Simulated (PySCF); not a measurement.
W(O)(S)(Br)(OH) (BrHO₂SW), SMILES [O]=[W]([OH])(=[S])[Br], multiplicity 1. Atoms are numbered in the order given.

```xyz
6

W      0.1310    -0.4331     0.0649
O      1.3744    -1.0195    -0.9620
S      1.0197     0.0062     1.9774
Br    -0.7504     1.6235    -0.8851
O     -1.1874    -1.7659     0.3067
H     -1.2366    -2.5898    -0.2150
```
Charge 0, spin multiplicity 1.

Coordinates come from a PBE-D3(BJ)/def2-SVP optimisation. The multiplicity is an assumed one; no other spin state was optimised. The structure was generated by enumeration; whether it is a known compound was not checked. The def2 effective core potentials stand for the cores of W; spin–orbit coupling is left out. The values are those of a single conformer.

Computed with B3LYP/def2-TZVP (PySCF).

ESP charges are fitted to the potential on shells at 1.4 to 2.0 van der Waals radii. Atomic charges (e):

| atom | Mulliken | Löwdin | ESP fit |
|---|---|---|---|
| W1 | 1.23 | 0.15 | 0.69 |
| O2 | -0.44 | -0.26 | -0.34 |
| S3 | -0.29 | 0.09 | ___ |
| Br4 | -0.27 | 0.11 | ___ |
| O5 | -0.60 | -0.28 | ___ |
| H6 | 0.36 | 0.19 | 0.46 |

Question: Fill in the missing entries. (An estimate is asked for; the answer gives what the named calculation found.)

Answer: 
- S3, ESP fit: -0.19
- Br4, ESP fit: -0.08
- O5, ESP fit: -0.54
